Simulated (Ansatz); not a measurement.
Compare A (`[Br][Al]1[NH][SiH2]1`) with its isomer B (`Br[SiH]1[NH][AlH]1`).

Computed with Ansatz on PBE0-D4/def2-TZVP structures; ΔE is electronic, products minus reactants. CBS: MP2 limit from def2 TZ/QZ plus the TZ coupled-cluster correction, frozen cores. DFT in def2-TZVPP. B3LYP here is the variant with VWN-RPA as its local correlation; programs differ in this. For Br outer-core shells are correlated without core-valence functions, which leaves a few kJ/mol of doubt a bond. Scalar relativity is left out up to krypton.

A:

```xyz
7

Br    1.0559   -2.6153    2.1762
Al    0.5958   -0.8932    0.8171
N    -0.8344   -0.3120   -0.0414
Si    0.3214    0.9235   -0.5508
H    -1.8106   -0.4114   -0.2773
H     0.0394    2.3220   -0.1156
H     0.6324    0.9865   -2.0082
```

B:

```xyz
7

Br   -2.592   -0.644   -0.899
Si   -0.502    0.173   -0.823
N     0.128    0.458    0.777
Al    1.259   -0.819    0.261
H    -0.581    1.354   -1.722
H    -0.178    1.084    1.508
H     2.466   -1.608    0.898
```

(1) Which is lower in electronic energy at CCSD(T)/CBS, and by how much? (An estimate is asked.)

(2) Give E(B) − E(A) in kJ/mol with B3LYP-D4, B2PLYP, CCSD/def2-TZVPP, HF/def2-TZVPP, r2SCAN-D4, CCSD(T)/def2-SVP, ωB97M-V. (An estimate is asked.)

(3) Does the order hold for the free energy at 298.15 K (harmonic terms from PBE0-D4)? (An estimate is asked.)

Largest T1 diagnostic: 0.011.

## Answers

(1) Ansatz gave: A, by 50.0 kJ/mol.

(2) Ansatz gave: B3LYP-D4 47.7, B2PLYP 51.9, CCSD/def2-TZVPP 55.2, HF/def2-TZVPP 58.6, r2SCAN-D4 50.0, CCSD(T)/def2-SVP 61.0, ωB97M-V 47.4. None reverses the order clearly.

(3) The calculation gave: Yes: G(B) − G(A) = +47.6 kJ/mol.

At CCSD(T), def2-SVP lies +11.0 kJ/mol from the extrapolated value and def2-TZVPP +4.2 kJ/mol. Leaving LDA and LC-ωPBE aside and taking each functional with its dispersion term where it has one, the values, not all of them listed here, spread over 9.7 kJ/mol, from B97M-V to B2PLYP. LDA lies −3.2 kJ/mol from PBE without D4.
